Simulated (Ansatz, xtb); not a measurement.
## Isomers of B2Cl2H6N2 in order of energy

7 gas-phase structures of B2Cl2H6N2, from a drawn sample of its isomers (lower ones may exist). Each was relaxed with GFN2-xTB; where two conformers were screened, the lower at r2SCAN-D4/def2-SVP is listed:

A. `Cl[B@H-]1[NH2+][B@@H-](Cl)[NH2+]1`, a singlet
B. `Cl[B@H-]1[NH2+][B@H-](Cl)[NH2+]1`, a singlet
C. `Cl[B-]1(Cl)[NH2+][BH2-][NH2+]1`, a singlet
D. `[NH3+][B@H-](Cl)/[NH+]=[BH-]/Cl`, a singlet
E. `[NH3+][B@H-](Cl)/[NH+]=[BH-]\Cl`, a singlet
F. `[NH3+][BH2-][NH+]=[B-](Cl)Cl`, a singlet
G. `[NH2+]=[BH-][NH2+][BH-](Cl)Cl`, a singlet

Task: Make a reasoned guess at their ranking by r2SCAN-D4/def2-SVP single-point energy.

Result: Calculated order at r2SCAN-D4/def2-SVP: A (0.0), B (1.9), C (4.8), E (47.4), G (52.9), D (55.1), F (57.8) kJ/mol. Less than 1 kcal/mol parts A and B; B and C; G and D; D and F, so the order within those pairs means little.

Energies above the lowest of each column, in kJ/mol; the last columns are at PBE0-D4/def2-SVP geometries and were run for some of them only (a dash: not run or not comparable):

```csv
structure,GFN2-xTB,HF/STO-3G,r2SCAN-D4/def2-SVP,PBE0-D4/def2-SVP,CCSD(T)/def2-SVP + ΔMP2/def2-TZVPP
A,0.0,0.0,0.0,0.0,0.0
B,0.6,0.1,1.9,2.1,1.4
C,17.3,14.3,4.8,5.7,7.9
E,25.6,133.1,47.4,44.9,31.5
G,33.9,133.7,52.9,–,–
D,48.3,149.2,55.1,–,–
F,45.7,155.9,57.8,–,–
```

Every level run on A puts it lowest or level with the lowest. Flexible structures stand in one conformer each, not always the lowest. Frequencies (GFN2-xTB) were run for A, B, C, E alone. ΔMP2 is the change of the MP2 energy from the smaller to the larger basis.

Over these structures GFN2-xTB departs from r2SCAN-D4/def2-SVP by 9.2 kJ/mol on average once a common shift is removed. A GFN2-xTB relaxation took about 0.11 s and the r2SCAN-D4/def2-SVP energy about 1.6 s on a shared host (Ansatz 0.2.0, xtb 6.7.1).
